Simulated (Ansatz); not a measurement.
Two isomers of ClGeH5O2Si: A = `[OH][Ge]([OH])([SiH3])[Cl]`, B = `O[SiH](Cl)[O][GeH3]`.

Gas-phase electronic energies from Ansatz, PBE0-D4/def2-TZVP geometries. CCSD(T)/CBS adds triple-zeta CCSD(T) − MP2 to the extrapolated MP2 energy (def2 sets, frozen cores). Functionals use def2-TZVPP. B3LYP here is the variant with VWN-RPA as its local correlation; programs differ in this. For Ge outer-core shells are correlated without core-valence functions, which leaves a few kJ/mol of doubt a bond. Scalar relativity is left out up to krypton. Each species was taken in one conformer, which may not be the lowest.

**Question.** Which is lower in electronic energy at CCSD(T)/CBS, and by how much? (Best estimate.)

**Answer.** Computed: B, by 181.8 kJ/mol.

**Question.** Give E(B) − E(A) in kJ/mol with B3LYP, B2PLYP, ωB97M-V, CCSD(T)/def2-TZVPP, MP2/def2-TZVPP, r2SCAN-D4, PBE-D4. (Estimate.)

**Answer.** The calculation gave: B3LYP -174.7, B2PLYP -179.8, ωB97M-V -183.8, CCSD(T)/def2-TZVPP -178.1, MP2/def2-TZVPP -183.9, r2SCAN-D4 -176.0, PBE-D4 -151.3. None reverses the order clearly.

Largest T1 diagnostic: 0.012.

In def2-TZVPP, CCSD(T) changes the Hartree–Fock value by +25.1 kJ/mol (the triples alone add +4.8 kJ/mol) and MP2 by +19.3 kJ/mol. From PBE to PBE0 (25 % exact exchange), in def2-TZVPP and without D4, E(B) − E(A) moves by −14.3 kJ/mol.
